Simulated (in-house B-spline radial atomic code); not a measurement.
Cr²¹⁺. Computed with a B-spline radial atomic code. Model: all-electron spherical atom, spin shells full or empty, radial basis limit, no spin-orbit coupling: exact exchange with a local potential (Slater, KLI or optimised effective potential, whose far tail is KLI's), no correlation.

Empty minority-spin level lies below the highest occupied level: each spin potential is zero at infinity, spin occupations fixed.

The run also made RPA and GW results, which its time includes.

The Slater potential averages the orbital exchange potentials with the orbital densities as weights, KLI adds orbital constants, and the optimised effective potential minimises the exact-exchange energy among local potentials. So their energies lie above Hartree-Fock in the order OEP, KLI, Slater. All fall off as −1/r, unlike LDA and GGA exchange.

Command:
```bash
python run_gw.py task.json out
```
Settings (lengths in bohr, energies in hartree):
```
Z                      24
electrons              3
configuration          [He] 2s1
hamiltonian            nr
method                 oep
lmax                   9
spin_polarised         True
box_radius             3.94
intervals              62
ion_configuration      1s2
```

Cost of the run: 2.4 s on 1 thread of Arm Neoverse N1, on a shared host.

Given: hamiltonian non-relativistic; mean-field start exchange-only OEP.

Computed: energy above Hartree-Fock 0.43814 millihartree; virial ratio -E/T less 1 0.

```tsv
radius (bohr)	r times exchange potential up (hartree bohr)	r times exchange potential down (hartree bohr)
0.00208	-0.043693	-0.04914
0.00245	-0.051426	-0.057847
0.00287	?	?
0.00337	-0.070579	-0.079425
0.00396	?	?
0.00465	-0.096978	-0.10922
0.00547	-0.1137	-0.12814
0.00642	-0.13288	-0.14987
0.00754	-0.15515	-0.1752
0.00885	-0.18073	-0.20437
0.0104	-0.2102	-0.2382
0.0122	-0.24336	-0.27645
0.0143	-0.28035	-0.31958
0.0168	-0.32205	-0.36871
0.0198	-0.36843	-0.42434
0.0232	-0.41625	-0.4829
0.0273	-0.46719	-0.54724
0.032	-0.51701	-0.61281
0.0376	-0.56534	-0.68028
0.0442	-0.60849	-0.74642
0.0519	-0.64312	-0.80786
0.061	-0.66496	-0.86271
0.0716	-0.66887	-0.90805
0.0841	-0.64048	-0.94328
0.0987	-0.5614	-0.96812
0.116	-0.44452	-0.9841
0.136	-0.45751	-0.99298
0.16	-0.62561	-0.99741
0.188	-0.75881	-0.9992
0.221	-0.84244	-0.99981
0.259	-0.90051	-0.99996
0.304	-0.94494	-0.99999
0.357	-0.97404	-1
0.42	-0.99016	-1
0.493	-0.9971	-1
0.579	-0.99919	-1
0.68	-1.0001	-1
```

Task: What belongs in the row 0.00287?

Result: r times exchange potential up (hartree bohr): -0.060187; r times exchange potential down (hartree bohr): -0.067712.

Task: What belongs in the row 0.00396?

Result: r times exchange potential up (hartree bohr): -0.082786; r times exchange potential down (hartree bohr): -0.093195.

```
occupied  level (hartree)  Hartree-Fock level (hartree)
   1s up           -265.1                       -268.88
 1s down           -268.4                        -268.4
   2s up          -62.699                       -62.699
```

```tsv
empty	level (hartree)
2s down	-63.587
2p down	-62.581
2p up	-61.006
3s down	-27.728
3s up	-27.51
3p down	-27.393
3p up	-27.054
3d down	-27.045
3d up	-26.897
4s down	?
4s up	?
4p down	-15.329
4p up	-15.197
4d down	-15.197
```

Task: What belongs in the row 4s down?

Result: level (hartree): -15.471.

Task: What belongs in the row 4s up?

Result: level (hartree): -15.383.

The highest level, 2s up, differs from Hartree-Fock by -0.0032 eV and the deepest, 1s down, by -5.44e-05 eV: a local potential can match the highest level but can't give each shell its own exchange.
